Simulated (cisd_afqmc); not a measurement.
Input (AFQMC/CISD/def2-TZVPP; cisd_afqmc is a phaseless AFQMC code with CISD trial states that reads the integrals written by Ansatz):

Ansatz 0.2 input:
```python
import cisd_afqmc

open("ham.yaml", "w").write("""\
crystal:
  periodic: [false, false, false]
  atoms:
    - {symbol: Ta, position_ang: [0.00000000, 0.00000000, 0.00000000]}
basis:
  gaussian:
    orbitals: def2-TZVPP
magnetization: {spin_polarized: true, initial_magnetization: 3}
correlation: {method: ccsd, electrons: outside_noble_gas, hamiltonian_folder: ham}
scf: {lower_state_search: full}
""")
rep = cisd_afqmc.ansatz("ham.yaml")
e_ccsd = rep["correlation"]["coupled_cluster"]["energy"]["hartree"]
out = cisd_afqmc.run("ham", e_ccsd, trial="CISD", walkers=100, populations=8, threads=8, dt=0.005, steps=40, early=36, settle=10, least=32,
    cut=5e-5, rank_cut=2e-4, target=0.0004, seconds=1500, seed=1, memory=12960, gpu=False)
```

Output:

```
orbitals 52, occupied [4, 1], factors 295 of 353, rank of the doubles 157 of 243
E(HF) = -56.292532
E(CCSD) on the cut factors = -56.373657, shift to the whole factors -0.000002
Energy of the trial state on the determinant = -56.373571
  tau behind 10.8 of longer steps, mean of the populations' last blocks
   2.0  -56.37959
   4.0  -56.37979
   6.0  -56.37835
   8.0  -56.37902
blocks 279 (7 outliers left out), error by blocks joined: 1: 0.00012, 2: 0.00014, 4: 0.00017, 8: 0.00022, 16: 0.00022
E(AFQMC/CISD) = -56.37840 +/- 0.00022
```
